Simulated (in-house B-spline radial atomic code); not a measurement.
**Binding energies in Kr⁴⁺**

NIST's tabulated ground configuration is [Ar] 3d10 4s2 4p2; each binding energy is the energy of the ion with one electron taken from that subshell, relaxed, less that of the parent. All numbers are computed (Dirac-Hartree-Fock, average of configuration; Fermi nucleus of rms radius 4.1884 fm) with an all-electron radial atomic-structure program (B-spline basis), not measured. Energies include first-order Breit, QED and recoil terms.

| subshell | X-ray name | binding energy (eV) | -ε (eV) | relaxation (eV) |
| --- | --- | --- | --- | --- |
| 1s | K | 14388.7 | 14471.7 | 50.1 |
| 2s | L1 | 1992.1 | 2018.8 | 23.8 |
| 3s | M1 | 355.8 | 362.0 | 5.8 |
| 3d3/2 | M4 | 153.2 | 159.3 | 6.0 |
| 3d5/2 | M5 | 152 | 157.9 | 6.0 |
| 4s | N1 | 78.79 | 79.28 | 0.44 |
| 4p | N2,3 | 62.48 | 62.83 | 0.33 |

Relaxation = -ε minus the binding energy without Breit, QED and recoil terms.

What does it cost to remove both a 3d5/2 and a 4s electron?

249.96 eV, which is 19.21 eV more than the two single binding energies together.

What does it cost to remove both a 4s and a 4p electron?

155.04 eV, which is 13.77 eV more than the two single binding energies together.

What does it cost to remove both a 3d5/2 and a 4p electron?

232.3 eV, which is 17.85 eV more than the two single binding energies together.
